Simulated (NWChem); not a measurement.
System: SiHCl, singlet; SMILES [SiH]Cl

All runs: NWChem. Low-valent species are run as closed-shell singlets; no triplet was tried in these runs. All runs use the structure optimised with PBE0/def2-SVP. Solvent water, SMD (1 M gas to 1 M solution), gas-phase geometry. Reactions with the solvent are ignored.

```tsv
level	basis functions	solvation free energy (kcal/mol)	cavity-dispersion-structure term (kcal/mol)	dipole in solution (D)	relative time
M06-2X/cc-pVDZ	41	-0.9	0.9	1.69	1
M06-2X/aug-cc-pVDZ	63	-0.8	0.9	1.70	2
M06-2X/cc-pVTZ	82	-0.8	0.9	1.69	3
M06-2X/aug-cc-pVTZ	123	-0.8	0.9	1.70	6
M06-2X/cc-pVQZ	148	-0.8	0.9	1.65	10
```

Relative times are rough (shared machine, one core).
